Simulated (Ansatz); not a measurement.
A nudged elastic band was laid between two geometries of ClH4MgN + H3N (11 atoms, charge 0, multiplicity 1).

All numbers below come from UKS B3LYP/6-31G* (Ansatz).

* movable images: 5
* climbing image: yes
* spring: 5.0 eV/Å²
* optimiser: quadratic models (default)
* start path: through a guess of the saddle point
* force threshold: 0.05 eV/Å
* iteration limit: 60
* end points: relaxed

First end point:

```xyz
11
Properties=species:S:1:pos:R:3
Mg -0.704 -1.735 -0.438
H -0.214 -1.006 -1.937
Cl -1.763 -3.530 0.428
H 0.187 0.452 0.754
N -0.135 -0.441 1.185
H 0.497 1.050 -1.400
N 0.674 1.708 -0.636
H -0.899 -0.236 1.830
H 0.625 -0.806 1.761
H 0.092 2.526 -0.815
H 1.641 2.016 -0.732
```

Last end point:

```xyz
11
Properties=species:S:1:pos:R:3
Mg -0.849 -1.875 0.391
H -0.149 -0.811 -2.044
Cl -1.726 -3.462 -0.872
H 0.461 1.293 0.353
N -0.146 -0.524 1.537
H 0.065 -0.210 -1.654
N 0.763 2.093 -0.215
H -0.725 -0.008 2.195
H 0.779 -0.588 1.955
H -0.005 2.319 -0.845
H 1.531 1.772 -0.802
```

Problem. Which bonds break or form, and what moves?

Solution. Bonds broken: Mg1–H2, H4–N5, H6–N7. Bonds formed: H2–H6, H4–N7. ClH4MgN + H3N becomes ClH2MgN + H2 + H3N.

Problem. Give the energies along the band, and the barrier.

Solution. The run converged. The highest image is number 6 of 0 to 6, 28.2 kcal/mol above the first end and 0.0 kcal/mol above the last; the last end lies 28.2 kcal/mol above the first. The highest image is an end point: on this band no image between the ends rises above it. Between wells the path still climbs a hump at image 3, 0.32 eV above the well before it. The orbitals were unrestricted but ended closed-shell.

| image | path coordinate (Å) | energy (kcal/mol) | Mg1–H2 (Å) | H4–N5 (Å) | H6–N7 (Å) |
| --- | --- | --- | --- | --- | --- |
| 0 | 0.00 | 0.0 | 1.74 | 1.04 | 1.02 |
| 1 | 2.05 | 0.6 | 1.73 | 1.04 | 1.02 |
| 2 | 4.10 | 7.2 | 1.89 | 1.04 | 1.07 |
| 3 | 6.15 | 7.4 | 3.06 | 2.34 | 2.67 |
| 4 | 8.20 | 6.5 | 2.54 | 2.22 | 3.32 |
| 5 | 10.25 | 28.2 | 2.53 | 2.30 | 3.79 |
| 6 | 12.79 | 28.2 | 2.75 | 2.25 | 2.80 |

The run took 7.4 min on 2 threads of AMD EPYC 9R14 (Zen 4), with other jobs on the host, peak memory 0.25 GiB.
